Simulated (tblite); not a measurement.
Compound: C4H10F2OSi.
Atom-mapped SMILES: `[CH3:1][O:2][SiH2:3][CH2:4][C@H:5]([F:6])[CH2:7][F:8]` (hydrogens: H9, H10, H11 on C1; H12, H13 on Si3; H14, H15 on C4; H16 on C5; H17, H18 on C7)

Computed with GFN2-xTB (tblite), gas phase: L-BFGS steps from a force-field or distance-geometry start until the largest atomic force falls under 0.01 eV/Å.

Step 58: E = -788.1768 eV
```
atom  x, y, z in Å  |  force x, y, z in eV/Å
C1      2.9153    0.6198   -0.6994    0.035  -0.071  -0.018
O2      1.8737    0.5682    0.2294   -0.055  -0.075   0.039
Si3     0.8198   -0.5841    0.6334   -0.069  -0.016  -0.075
C4     -0.5396   -0.9243   -0.6848    0.026  -0.002  -0.031
C5     -1.5562    0.1980   -0.8191    0.053   0.003  -0.017
F6     -0.8857    1.3823   -1.0722   -0.004   0.055   0.033
C7     -2.4056    0.3584    0.4420    0.059   0.004  -0.060
F8     -3.7240    0.5485    0.1225   -0.083   0.045  -0.015
H9      2.6850    0.0618   -1.6079   -0.076   0.076  -0.053
H10     3.1103    1.6641   -0.9466   -0.064  -0.017  -0.008
H11     3.8125    0.1842   -0.2588    0.114  -0.011   0.056
H12     0.2844    0.0167    1.8436   -0.008   0.001   0.008
H13     1.4193   -1.9095    0.8339    0.074   0.025   0.027
H14    -1.0821   -1.8387   -0.4515   -0.003  -0.004   0.027
H15    -0.0821   -1.0872   -1.6628    0.052   0.048  -0.006
H16    -2.2177    0.0633   -1.6867   -0.031  -0.083   0.038
H17    -2.3583   -0.5441    1.0553   -0.010   0.007   0.049
H18    -2.0776    1.2291    1.0147   -0.011   0.017   0.005
```

Step 59: E = -788.1785 eV
```
atom  x, y, z in Å  |  force x, y, z in eV/Å
C1      2.9115    0.6187   -0.6997    0.023  -0.070  -0.003
O2      1.8759    0.5655    0.2373   -0.029  -0.070   0.018
Si3     0.8189   -0.5857    0.6360   -0.051  -0.022  -0.055
C4     -0.5376   -0.9231   -0.6846    0.027  -0.005  -0.025
C5     -1.5529    0.1998   -0.8204    0.035   0.001  -0.003
F6     -0.8814    1.3840   -1.0716   -0.011   0.047   0.028
C7     -2.4036    0.3600    0.4399    0.022   0.009  -0.028
F8     -3.7250    0.5386    0.1198   -0.034   0.035  -0.009
H9      2.6720    0.0641   -1.6081   -0.063   0.070  -0.043
H10     3.1045    1.6635   -0.9467   -0.062  -0.019   0.000
H11     3.8128    0.1820   -0.2665    0.084  -0.004   0.041
H12     0.2844    0.0124    1.8483   -0.008   0.001   0.002
H13     1.4182   -1.9122    0.8338    0.070   0.029   0.026
H14    -1.0809   -1.8373   -0.4517   -0.005  -0.003   0.019
H15    -0.0777   -1.0857   -1.6612    0.052   0.042  -0.014
H16    -2.2144    0.0646   -1.6880   -0.023  -0.073   0.036
H17    -2.3502   -0.5395    1.0593   -0.012   0.038   0.023
H18    -2.0832    1.2369    1.0090   -0.016  -0.006  -0.011
```

Step 60: E = -788.1823 eV
```
atom  x, y, z in Å  |  force x, y, z in eV/Å
C1      2.8885    0.6134   -0.7026   -0.021  -0.088   0.051
O2      1.8961    0.5403    0.2859    0.074  -0.053  -0.076
Si3     0.8148   -0.5991    0.6543    0.045  -0.038   0.024
C4     -0.5258   -0.9156   -0.6830    0.042  -0.028  -0.008
C5     -1.5327    0.2116   -0.8278   -0.032  -0.006   0.073
F6     -0.8550    1.3953   -1.0682   -0.044   0.004   0.009
C7     -2.3917    0.3694    0.4284   -0.147   0.075   0.117
F8     -3.7273    0.4735    0.1047    0.178   0.002   0.012
H9      2.5934    0.0789   -1.6082    0.008   0.069   0.006
H10     3.0635    1.6640   -0.9420   -0.054  -0.042   0.029
H11     3.8178    0.1720   -0.3246   -0.087   0.039  -0.013
H12     0.2796   -0.0157    1.8736   -0.007   0.013  -0.013
H13     1.4078   -1.9311    0.8422    0.050   0.028   0.021
H14    -1.0765   -1.8273   -0.4572   -0.007   0.000  -0.010
H15    -0.0475   -1.0784   -1.6496    0.032   0.030  -0.059
H16    -2.1931    0.0750   -1.6968    0.018  -0.028   0.028
H17    -2.2993   -0.5060    1.0856   -0.015   0.173  -0.097
H18    -2.1213    1.2863    0.9702   -0.032  -0.150  -0.093
```

Question: Estimate the geometry and energy of step 61. (The exact step hangs on the optimiser's Hessian estimate; all steps are aligned on step 60, rigid shifts and turns removed.)

Answer: E = -788.1842 eV, largest force 0.112 eV/Å
```
atom  x, y, z in Å  |  force x, y, z in eV/Å
C1      2.8957    0.6119   -0.7011   -0.022  -0.016   0.018
O2      1.8898    0.5448    0.2696    0.029  -0.025   0.004
Si3     0.8145   -0.5955    0.6468    0.041  -0.040   0.045
C4     -0.5280   -0.9175   -0.6851    0.022  -0.021  -0.001
C5     -1.5377    0.2084   -0.8257   -0.033  -0.008   0.053
F6     -0.8642    1.3940   -1.0683   -0.040  -0.006   0.001
C7     -2.3949    0.3670    0.4314   -0.089   0.034   0.059
F8     -3.7252    0.4953    0.1092    0.059   0.006  -0.023
H9      2.6135    0.0762   -1.6077    0.004   0.027  -0.050
H10     3.0735    1.6615   -0.9422   -0.042  -0.027   0.021
H11     3.8171    0.1743   -0.3069   -0.021   0.003   0.000
H12     0.2795   -0.0097    1.8653   -0.008   0.011  -0.014
H13     1.4171   -1.9211    0.8404    0.045   0.006   0.020
H14    -1.0766   -1.8295   -0.4549   -0.004   0.000  -0.020
H15    -0.0531   -1.0791   -1.6536    0.023   0.026  -0.052
H16    -2.2008    0.0686   -1.6923    0.022  -0.020   0.024
H17    -2.3170   -0.5135    1.0790    0.004   0.091  -0.049
H18    -2.1119    1.2704    0.9810    0.010  -0.042  -0.036
```

The energy changes by -0.0019 eV. The first-order estimate −F·Δx gives -0.0033 eV and the mean of the old and new forces, exact on a quadratic surface, -0.0019 eV. The step makes an angle of 83° with the force vector and moves no atom by more than 0.022 Å.

What follows is the cost of the whole relaxation. Hardware: one thread, Arm Neoverse N1 (aarch64), no GPU, shared host with 64 logical CPUs at a one-minute load of 57. Cost: 2.5 s wall.
